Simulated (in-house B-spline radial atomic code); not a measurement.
**Co IV (Co3+): [Ar] 3d6 (with a hole in an inner shell)**

Computed with a B-spline radial code for spherical atoms: Dirac-Kohn-Sham PBE0, spherical fractional occupations, Fermi nucleus of rms radius 3.7875 fm.

Z_r = [3n² - l(l+1)]/(2<r>); Z_e = n√(-2ε); the last column is Slater's effective charge. Values are occupation-weighted means over j.

```csv
shell,electrons,ε (eV),<r> (bohr),Z_r,Z_e,Slater
1s,2,-7678.8,0.05618,26.70,23.76,26.70
2s,2,-956.12,0.2549,23.54,16.77,22.85
2p,6,-823.77,0.2248,22.25,15.56,22.85
3s,2,-147.55,0.7673,17.59,9.88,15.75
3p,6,-108.86,0.8043,15.54,8.49,15.75
3d,6,-45.981,0.9442,11.12,5.52,7.25
```

The least bound orbital is 3d5/2 at -45.89 eV, and it is also the most diffuse (<r> = 0.9458 bohr).

Spin-orbit splittings of the orbital energies (j = l + 1/2 above j = l - 1/2 when positive): 2p 14.88 eV, 3p 1.931 eV, 3d 0.2193 eV.

For the 1s electron the small component carries 0.945 % of the norm, the zero-frequency Breit interaction raises the level by 9.43 eV, self-energy by 4.697 eV, and vacuum polarisation lowers it by 0.4091 eV.

Caution: exact exchange at fractional occupations of open shells leaves self-interaction of up to several eV.
